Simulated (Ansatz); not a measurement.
The cluster Mg2Zn⁻. Charge -1, multiplicity 4. Geometry PBE0/def2-TZVPD.

```xyz
3

Mg    1.449    0.727   -0.749
Mg   -0.513   -1.272   -0.622
Zn   -0.936    0.545    1.371
```

At PBE/def2-TZVPD, BLYP/def2-TZVPD, r2SCAN/def2-TZVPD, B97M-V/def2-TZVPD the highest occupied level of the charge -1 quartet lies above zero (up to 1.12 eV). It is a level of α spin, whose loss leaves a triplet; that state wasn't run at this geometry and level. The electron is either unbound and held by the finite basis, or the level is raised by self-interaction error. At PBE0/def2-TZVPD a doublet of charge -1 lies 1.18 eV below the quartet, each at its own geometry. The structure comes from a short search, and lower isomers may exist.

(1) Estimate the α-spin orbital energies around the gap (eV) in Ansatz with PBE/def2-TZVPD, BLYP/def2-TZVPD, r2SCAN/def2-TZVPD, B97M-V/def2-TZVPD, ωB97M-V/def2-TZVPD.

Results:

(1) 
```csv
orbital,PBE/def2-TZVPD,BLYP/def2-TZVPD,r2SCAN/def2-TZVPD,B97M-V/def2-TZVPD,ωB97M-V/def2-TZVPD
HOMO−13,-43.16,-43.22,-44.58,-45.17,-49.89
HOMO−12,-43.10,-43.11,-44.52,-45.14,-49.63
HOMO−11,-43.09,-43.10,-44.51,-45.12,-49.62
HOMO−10,-43.05,-43.06,-44.47,-45.09,-49.62
HOMO−9,-6.86,-6.74,-7.14,-7.46,-12.19
HOMO−8,-6.82,-6.70,-7.10,-7.43,-12.16
HOMO−7,-6.81,-6.69,-7.09,-7.42,-12.15
HOMO−6,-6.77,-6.65,-7.05,-7.38,-12.10
HOMO−5,-6.76,-6.64,-7.04,-7.37,-12.10
HOMO−4,-3.70,-3.49,-4.02,-3.77,-7.15
HOMO−3,-1.43,-1.28,-1.53,-1.41,-3.89
HOMO−2,-0.93,-0.71,-1.14,-0.87,-3.11
HOMO−1,0.62,0.93,0.44,0.73,-1.02
HOMO,0.88,1.12,0.73,0.98,-0.64
LUMO,1.40,1.64,1.47,1.46,3.08
LUMO+1,1.54,1.79,1.63,1.58,3.21
LUMO+2,2.14,2.37,2.22,2.14,3.44
LUMO+3,2.36,2.55,2.54,2.22,3.52
LUMO+4,2.44,2.57,2.85,2.27,3.57
LUMO+5,2.55,2.69,3.01,2.31,3.61
β HOMO,-0.95,-0.91,-0.98,-0.89,-3.11
β LUMO,0.11,0.11,0.49,0.02,1.87
```
